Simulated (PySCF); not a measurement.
A calculated (r2SCANh, PySCF 2.14, cc-pwCVTZ-X2C, scalar relativity by spin-free X2C-1e) atom or ion has these occupied shells.

```tsv
shell	electrons	orbital energy (eV)	rms radius, mean of both spins (bohr)
1s α	1	-61215.9	0.0223
1s β	1	-61215.9	0.0223
2s α	1	-10433.6	0.0901
2s β	1	-10433.6	0.0901
2p α	3	-9220.9	0.0815
2p β	3	-9220.8	0.0815
3s α	1	-2393.0	0.231
3s β	1	-2392.3	0.231
3p α	3	-2023.2	0.232
3p β	3	-2022.6	0.232
3d α	5	-1560.6	0.212
3d β	5	-1560.1	0.212
4s α	1	-506.07	0.519
4s β	1	-504.58	0.519
4p α	3	-383.29	0.552
4p β	3	-381.81	0.552
4d α	5	-217.89	0.603
4d β	5	-216.40	0.603
5s α	1	-88.547	1.26
5s β	1	-87.989	1.26
5p α	3	-58.974	1.47
5p β	3	-58.588	1.47
4f α	7	-37.796	0.831
4f β	6	-36.770	0.831
```

(1) Name the element and its charge.

Results:

(1) Yb³⁺ (ytterbium, charge +3), in [Xe] 4f13, 2F determinant.
